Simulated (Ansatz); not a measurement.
Total energies of `F[SiH]([SiH3])I`.

```xyz
8

F    -0.991   -1.380    1.505
Si   -0.506   -0.991    0.031
Si    0.327    1.193    0.003
I     1.292   -2.503   -0.616
H    -1.644   -1.247   -0.885
H    -0.718    2.156    0.441
H     0.740    1.504   -1.390
H     1.499    1.269    0.910
```

The species carries charge 0 and has multiplicity 1. Correlated methods include outer-core shells of I, which these sets cover unevenly. I takes the def2 core potential. Geometry: relaxed with PBE0-D4/def2-TZVP. Basis def2-TZVPP, Ansatz 0.2.0.

RPA on PBE orbitals: Hartree–Fock energy of these orbitals -976.40545 Eh, correlation -1.46446 Eh (frozen core).

```
functional                 kind  energy without D4 (Eh)  D4 term (kJ/mol)
    r2SCAN             meta-GGA              -979.12533              -4.8
     BHLYP  global hybrid, 50 %              -979.02026             -31.6
```

Task: Give the same for LDA (SPW92), PBE, revPBE, BLYP, B97M-V, PBE0, B3LYP, r2SCANh, r2SCAN0, HSE06 (plane-wave form), CAM-B3LYP, LC-ωPBE, ωB97X-V, ωB97M-V, B2PLYP, PBE-QIDH. (Estimate.)

Result: The calculation gave: 
| functional | kind | energy without D4 (Eh) | D4 term (kJ/mol) |
| --- | --- | --- | --- |
| LDA (SPW92) | LDA | -975.70129 | – |
| PBE | GGA | -978.68809 | -21.0 |
| revPBE | GGA | -978.98442 | -50.7 |
| BLYP | GGA | -979.02563 | -44.3 |
| B97M-V | meta-GGA with VV10 | -978.90348 | – |
| PBE0 | global hybrid, 25 % exact exchange | -978.77479 | -18.1 |
| B3LYP | global hybrid, 20 % | -979.24320 | -34.5 |
| r2SCANh | meta-GGA hybrid, 10 % | -979.10686 | -5.3 |
| r2SCAN0 | meta-GGA hybrid, 25 % | -979.08026 | -5.9 |
| HSE06 (plane-wave form) | screened hybrid | -978.75570 | -17.2 |
| CAM-B3LYP | range-separated hybrid | -979.09459 | -19.0 |
| LC-ωPBE | long-range corrected hybrid | -978.90378 | – |
| ωB97X-V | range-separated hybrid GGA with VV10 | -978.96672 | – |
| ωB97M-V | range-separated hybrid meta-GGA with VV10 | -979.00916 | – |
| B2PLYP | double hybrid | -978.63950 | – |
| PBE-QIDH | double hybrid | -978.44217 | – |

B3LYP takes the VWN-RPA correlation (the form of Gaussian; ORCA's B3LYP/G). HSE06 is the plane-wave form, built on full-range PBE exchange. The double hybrids freeze the cores in their second-order part.

LC-ωPBE has ω = 0.4 bohr⁻¹.
